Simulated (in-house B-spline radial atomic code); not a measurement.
Settings and results of a run for Pb. Method: scalar-relativistic (X2C) HSE06, spin-polarised, spherical fractional occupations, Fermi nucleus of rms radius 5.5012 fm. Calculated with a radial B-spline atomic code at the basis-set limit.

Command:
```bash
python run_scf.py task.json out
```
Settings (nuclear radius in fm, mass in u):
```
Z                82
configuration    [Xe] 4f14 5d10 6s2 6p2
hamiltonian      x2c
method           hse06
spin_polarised   True
nucleus          fermi
rms_radius       5.5012
atomic_mass      207.97665
speed_of_light   137.035999084
```

Output (hartree, bohr):
```
 radial grid: 77 intervals, B-splines of order 8, outer radius 50 bohr

 iter        energy (Eh)    residual
    1      -20884.177537    8.52e-01
    2      -20883.800198    2.29e-01
    3      -20885.637891    4.69e-02
    4      -20885.694310    1.03e-02
    5      -20885.694253    6.71e-03
    6      -20885.695286    2.45e-03
    7      -20885.695445    1.22e-04
    8      -20885.695446    2.74e-05
    9      -20885.695446    2.80e-06
   10      -20885.695446    4.39e-07

 total energy                    -20885.69545
 kinetic                           24315.3752
 electron-nucleus                 -52887.0466
 Hartree                            8080.6001
 exact exchange                      -95.9823
 exchange-correlation               -298.6418

 orbital      occ     eigenvalue          <r>       <r^2>       <1/r>       r_max
 1s up      1.000     -3231.8415    0.0151843 0.000327151     113.528    0.008833
 1s down    1.000     -3231.8406    0.0151843 0.000327151     113.528    0.008833
 2s up      1.000      -579.3891    0.0666984  0.00533506     26.7732     0.05695
 2s down    1.000      -579.3890    0.0666984  0.00533506     26.7732     0.05695
 2p up      3.000      -499.5757    0.0607584  0.00453317     21.2885      0.0469
 2p down    3.000      -499.5752    0.0607585  0.00453318     21.2885      0.0469
 3s up      1.000      -139.7760     0.173881   0.0347359     9.58224      0.1613
 3s down    1.000      -139.7755     0.173881   0.0347359     9.58222      0.1613
 3p up      3.000      -116.6677     0.175458   0.0358223     8.14197      0.1609
 3p down    3.000      -116.6670     0.175459   0.0358225     8.14194      0.1609
 3d up      5.000       -91.8873     0.159893   0.0299317     7.49747      0.1313
 3d down    5.000       -91.8870     0.159893   0.0299317     7.49748      0.1313
 4s up      1.000       -32.0091     0.384204    0.166737     3.99743      0.3629
 4s down    1.000       -32.0081     0.384204    0.166736      3.9974      0.3629
 4p up      3.000       -24.3554     0.408582    0.189839     3.46456      0.3818
 4p down    3.000       -24.3542     0.408583    0.189839     3.46452      0.3818
 4d up      5.000       -15.1460     0.430831    0.214281     3.07763      0.3889
 4d down    5.000       -15.1452     0.430816    0.214264     3.07773      0.3889
 5s up      1.000        -5.4834     0.857607    0.824169     1.62971       0.792
 5s down    1.000        -5.4804     0.857722    0.824346     1.62936      0.7921
 5p up      3.000        -3.3310     0.977461     1.07799     1.37034      0.8818
 5p down    3.000        -3.3281     0.977284     1.07729     1.37023       0.882
 4f up      7.000        -5.1063     0.453634     0.24626     2.67482      0.3505
 4f down    7.000        -5.1055     0.453612    0.246235     2.67492      0.3505
 5d up      5.000        -0.8464       1.3077     1.99546     1.00573       1.073
 5d down    5.000        -0.8389      1.29684     1.95585     1.01213       1.071
 6s up      1.000        -0.4891      2.35057     6.28175    0.548178       1.994
 6s down    1.000        -0.4372       2.3114     6.07275    0.559445        1.97
 6p up      2.000        -0.1539      3.33706     12.9374    0.378547       2.672
```

Cost of the run: 3.4 s on 1 thread of Arm Neoverse V2 (shared host).

Caution: exact exchange at fractional occupations of open shells leaves self-interaction of up to several eV.

One-electron X2C: radii and densities carry no picture-change correction, so inner-shell <1/r> comes out high (for 1s by about 2 % at Z = 33, 5 % at 54, 10 % at 75, 30 % at 118) and <r> low.
